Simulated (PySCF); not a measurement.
# Telling isomers of C$_{4}$H$_{5}$ClO$_{2}$Si apart by NMR

PySCF 2.14.0 with density-fitted response routines calculation with geometry: GFN2-xTB and σ from GIAO-PBE0/pcSseg-1; no solvent model, single conformer, non-relativistic, averaged over atoms made equivalent by symmetry, fast rotation or ring inversion.

Referencing at the same level of theory: TMS for 1H (σ = 31.72 ppm), 13C (σ = 186.93 ppm). Where no couplings were computed, multiplicities follow the n + 1 count of equivalent neighbours, and m marks all less simple cases (inequivalent or close neighbours, rings, F or P nearby). Shifts are as computed. Against solution values, carbons near 30 ppm lie about +3 ppm off and those near 130 ppm about +5 ppm; carbons on Cl a further +6 ppm. Of 1211 compounds with measured shifts, 218 miss one by over three times the rms of a fit or turn the order of signals round; such compounds aren't used in these exercises. Carbons bonded to Cl come out too deshielded. OH and NH positions are gas-phase values without hydrogen bonding to other molecules.

(1) Tabulate the signals of `O=C1OCC=C1[SiH2]Cl`, `C#C[Si@H](O)O/C=C\Cl`, `O=C=C(Cl)CC(=O)[SiH3]` and their relative energies.

(2) What is the quickest way to tell O=C1OCC=C1[SiH2]Cl from O=C=C(Cl)CC(=O)[SiH3]?

(3) What is the quickest way to tell C#C[Si@H](O)O/C=C\Cl from O=C=C(Cl)CC(=O)[SiH3]?

(4) What is the quickest way to tell O=C1OCC=C1[SiH2]Cl from C#C[Si@H](O)O/C=C\Cl?

Results:

(1) 
```json
{"SMILES": "O=C1OCC=C1[SiH2]Cl", "carbon types": "2×C 1×CH 1×CH2", "δC": "178.5, 172.4, 139.6, 77.0", "δH": "7.93 (t, 1H), 5.49 (s, 2H), 5.07 (m, 2H)", "E rel. (kcal/mol)": "0.0"}
{"SMILES": "C#C[Si@H](O)O/C=C\\Cl", "carbon types": "1×C 3×CH", "δC": "147.2, 107.0, 100.6, 90.8", "δH": "6.53 (d, 1H), 5.28 (d, 1H), 5.18 (d, 1H), 2.19 (br s, 1H), 1.99 (d, 1H)", "E rel. (kcal/mol)": "38.5"}
{"SMILES": "O=C=C(Cl)CC(=O)[SiH3]", "carbon types": "3×C 1×CH2", "δC": "233.4, 214.9, 56.9, 53.8", "δH": "4.17 (s, 3H), 3.27 (s, 2H)", "E rel. (kcal/mol)": "77.7"}
```

Energies are electronic energies at PBE0/pcSseg-1 on these geometries, without zero-point or thermal terms, each for the one conformer computed, which needn't be the lowest.

(2) Both give the same number of carbon signals, but DEPT or the intensities differ. The first has a β carbon of a C=C–C=O unit (CH) at 172.4 ppm, the second a terminal carbon of a ketene (C) at 56.9 ppm. Their most deshielded carbons lie at 178.5 and 233.4 ppm. In the proton spectra the most deshielded non-exchanging signals are 7.93 (t, 1H) and 4.17 (s, 3H).

(3) Both give the same number of carbon signals, but DEPT or the intensities differ. The first has an alkene carbon bearing oxygen (CH) at 147.2 ppm, the second a carbonyl carbon (C) at 233.4 ppm. In the proton spectra the most deshielded non-exchanging signals are 6.53 (d, 1H) and 4.17 (s, 3H).

(4) Both give the same number of carbon signals, but DEPT or the intensities differ. The first has an ester carbonyl carbon (C) at 178.5 ppm, the second a β carbon of an enol-ether or enamine type C=C (CH) at 107.0 ppm. Their most deshielded carbons lie at 178.5 and 147.2 ppm. In the proton spectra the most deshielded non-exchanging signals are 7.93 (t, 1H) and 6.53 (d, 1H).
